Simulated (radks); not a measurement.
Results of a calculation; reference values are marked as such.
All-electron atom: Lu XXXIX in [Ar] 3d10 4s2 4p3. Level of theory: Dirac Kohn-Sham, PBE, spin-unpolarised, spherical densities, finite nucleus; open shells fill j = l - 1/2 first; Fermi nuclear charge, rms radius 5.37 fm (a radial shooting solver on a logarithmic mesh with Libxc functionals).

Unscreened Slater integrals over Kohn-Sham orbitals (hartree). Large and small components are both included. Empty in this configuration: 4d3/2.

\begin{tabular}{lr}
integral & value \\ \hline
F0(4p3/2,4p3/2) & 2.0374 \\
F2(4p3/2,4p3/2) & 1.0589 \\
F0(4p3/2,4p1/2) & 2.0824 \\
G2(4p3/2,4p1/2) & 1.0641 \\
F0(4p3/2,4s1/2) & 2.0746 \\
G1(4p3/2,4s1/2) & 1.3938 \\
F0(4p3/2,3d5/2) & 2.5854 \\
F2(4p3/2,3d5/2) & 0.74374 \\
G1(4p3/2,3d5/2) & 0.24014 \\
G3(4p3/2,3d5/2) & 0.24314 \\
F0(4p3/2,4d3/2) & 2.0619 \\
F2(4p3/2,4d3/2) & 1.0506 \\
G1(4p3/2,4d3/2) & 1.2798 \\
G3(4p3/2,4d3/2) & 0.82684 \\
F0(4p1/2,4p1/2) & 2.1323 \\
F0(4p1/2,4s1/2) & 2.1231 \\
G1(4p1/2,4s1/2) & 1.4212 \\
F0(4p1/2,3d5/2) & 2.6831 \\
G3(4p1/2,3d5/2) & 0.25990 \\
F0(4p1/2,4d3/2) & 2.1104 \\
G1(4p1/2,4d3/2) & 1.3518 \\
F0(4s1/2,4s1/2) & 2.1156 \\
F0(4s1/2,3d5/2) & 2.6540 \\
G2(4s1/2,3d5/2) & 0.25050 \\
F0(4s1/2,4d3/2) & 2.1020 \\
G2(4s1/2,4d3/2) & 1.0366 \\
F0(3d5/2,3d5/2) & 4.7720 \\
F2(3d5/2,3d5/2) & 2.4413 \\
F4(3d5/2,3d5/2) & 1.5729 \\
F0(3d5/2,4d3/2) & 2.6729 \\
F2(3d5/2,4d3/2) & 0.80609 \\
G2(3d5/2,4d3/2) & 0.31983 \\
G4(3d5/2,4d3/2) & 0.25405 \\
F0(4d3/2,4d3/2) & 2.0951 \\
F2(4d3/2,4d3/2) & 1.0642 \\
\end{tabular}
